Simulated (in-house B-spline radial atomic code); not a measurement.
A fraction x of an electron is removed from 5p in Eu⁺, starting from [Xe] 4f7 6s1 and keeping the highest spin. All numbers are computed (scalar-relativistic (X2C) r2SCAN0, spin-polarised, spherical fractional occupations; Fermi nucleus of rms radius 5.1115 fm) with a B-spline radial code for spherical atoms, not measured.

Caution: exact exchange at fractional occupations of open shells leaves self-interaction of up to several eV.

| x | E(x) - E(0) (eV) | 5p down level (eV) |
| --- | --- | --- |
| 0 | 0.0000 | -30.330 |
| 0.03 | 0.9142 | -30.614 |
| 0.25 | 7.8795 | -32.715 |
| 0.26 | ? | ? |
| 0.44 | 14.2702 | -34.560 |
| 0.5 | 16.3614 | -35.148 |
| 0.53 | 17.4203 | -35.443 |
| 0.66 | ? | ? |
| 0.79 | 26.9697 | -38.021 |
| 0.98 | 34.3746 | -39.928 |
| 1 | 35.1752 | -40.130 |

Problem. What belongs in the row x = 0.26?

Solution. An energy change of 8.2071 eV; 5p down at -32.811 eV.

Problem. What belongs in the row x = 0.66?

Solution. An energy change of 22.1112 eV; 5p down at -36.727 eV.

Problem. Check Janak's theorem between x = 0.03 and 0.25.

Solution. The slope of the energy is 31.66 eV; the orbital levels give 31.66 eV (-ε of the emptying orbital, averaged over the two points).
